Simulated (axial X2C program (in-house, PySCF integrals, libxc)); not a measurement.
Spin–orbit effects down a group: molecules with Li (ions), CCSD(T)

All values come from calculations with an axial X2C code built on PySCF integrals, spin-free (one-electron X2C) or two-component (2c: spin–orbit coupling with atomic mean-field Coulomb and Gaunt terms, which also bring small scalar terms), in Dyall basis sets with cores contracted in-house; open shells are unrestricted.

Basis sets: Cd dyall-cv3z, Hg dyall-cv3z, Li dyall-cv3z, Zn dyall-cv3z. Frozen shells (counts by l): LiZn⁺ Zn 3s2p, Li 1s, 12 electrons correlated; LiCd⁺ Cd 4s3p1d, Li 1s, 12 electrons correlated; LiHg⁺ Hg 5s4p2d1f, Li 1s, 12 electrons correlated. Coupled cluster in natural virtuals with an MP2 remainder. Where the outer core of a metal is frozen, bonds come out longer and ionisation energies lower.

```json
{"molecule": "LiZn⁺", "spin-free state": "M_S = 0, Λ = 0", "Re (Å)": "2.718", "ωe (cm⁻¹)": "246.3", "De (eV)": "0.56", "2c state": "Ω = 0", "Re 2c (Å)": "2.718", "ωe 2c (cm⁻¹)": "246.3", "De 2c (eV)": "0.56"}
{"molecule": "LiCd⁺", "spin-free state": "M_S = 0, Λ = 0", "Re (Å)": "2.818", "ωe (cm⁻¹)": "239.4", "De (eV)": "0.59", "2c state": "Ω = 0", "Re 2c (Å)": "2.818", "ωe 2c (cm⁻¹)": "239.3", "De 2c (eV)": "0.59"}
{"molecule": "LiHg⁺", "spin-free state": "M_S = 0, Λ = 0", "Re (Å)": "2.714", "ωe (cm⁻¹)": "246.6", "De (eV)": "0.51", "2c state": "Ω = 0", "Re 2c (Å)": "2.712", "ωe 2c (cm⁻¹)": "247.1", "De 2c (eV)": "0.51"}
```

Fragments in 2c: Zn + Li+, Cd + Li+, Hg + Li+. Each entry is the lowest single determinant of a limited PBE0 search at one distance. De goes to single-determinant-based atoms at the same level (for ions the charge split of lowest energy) and is withheld (n/a) where an atom does not fit its ground term or J level. Main or longest-lived isotopes.
